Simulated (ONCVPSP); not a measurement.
**Before and after: ONCV potential for barium (Ba)**

* Element: barium
* Generator: ONCVPSP 4.0.1
* Type: optimised norm-conserving Vanderbilt (ONCV)
* Functional: PBE
* Relativity: scalar-relativistic
* Frozen core: [Kr] 4d10
* Valence charge: 10
* Reference configuration: 5s2 5p6 6s2
* Partial waves: 5s+6s: rc 2.45 bohr, ncon 4, nbas 9, qcut 5.7 1/bohr, 2 projectors; 5p: rc 2.55 bohr, ncon 4, nbas 8, qcut 6.8 1/bohr, 2 projectors, debl 3.3 Ha; d scattering state at 0.19 Ha: rc 2.45 bohr, ncon 3, nbas 6, qcut 3.6 1/bohr, 2 projectors, debl 2.1 Ha
* Local potential: polynomial inside 1.85 bohr (lpopt 1, dvloc0 2 Ha)
* Core correction: Teter function, fcfact 5, rcfact 1.65

In the d channel the program set the typed energies aside and used 0.050, 2.150 Ha.

All-electron outer shells of the reference configuration (PBE, scalar-relativistic, ld1.x):

```csv
shell,level (eV),outermost node (bohr),outermost maximum (bohr)
5s,-33.67,0.80,1.47
5p,-18.74,0.86,1.67
6s,-3.23,1.97,4.16
```

Change: core correction Teter function, fcfact 1.3, rcfact 1.65.

Cutoffs: the cutoffs (Ha) at which the residual kinetic energy of the hardest occupied pseudo-wave falls to 1 and 0.1 mHa per electron; they do not see the model core or the augmentation charge, which bear on the density cutoff. Errors are all-electron minus pseudo energies relative to the spin-unpolarised reference configuration.

Q: How do hardness, ghosts and transferability respond?

A: The potential gets neither clearly harder nor softer (11 Ha and 14 Ha → 11 Ha and 14 Ha); of the 4 tests that both files solve, the error grows in 0 and shrinks in 3 by more than 15 % and 0.3 meV (median size 9.6 → 3.5 meV); neither file shows a bound ghost. A model core, the more so a compact one, raises the density cutoff, which this test does not measure.

| quantity | base | changed |
| --- | --- | --- |
| cutoff, loose | 11 Ha | 11 Ha |
| cutoff, tight | 14 Ha | 14 Ha |
| bound ghosts | none | none |
| GHOST(+) flags under 300 eV | none | none |
| error for 5s2 5p6 6s1, meV [ΔE 5.36 eV] | -2.0 | -1.0 |
| error for 5s2 5p6 6s0, meV [ΔE 15.34 eV] | -17 | -6.0 |
| error for 5s2 5p6 6s1.5, meV [ΔE 2.14 eV] | -0.4 | -0.3 |
| error for 5s2 5p6 5d1 6s0, meV [ΔE 6.04 eV] | -18 | -11 |
| s: phases at 2.49 bohr within 0.05 rad from the reference energy up to (Ha; the scan ends near 5) | 4.6 | 4.6 |
| p: phases at 2.58 bohr within 0.05 rad from the reference energy up to (Ha; the scan ends near 5) | to the end of the scan | to the end of the scan |
| d: phases at 2.49 bohr within 0.05 rad from the reference energy up to (Ha; the scan ends near 5) | to the end of the scan | to the end of the scan |
| rms error of d²Exc/dni dnj with the model core, mHa | 4.00 | 0.45 |
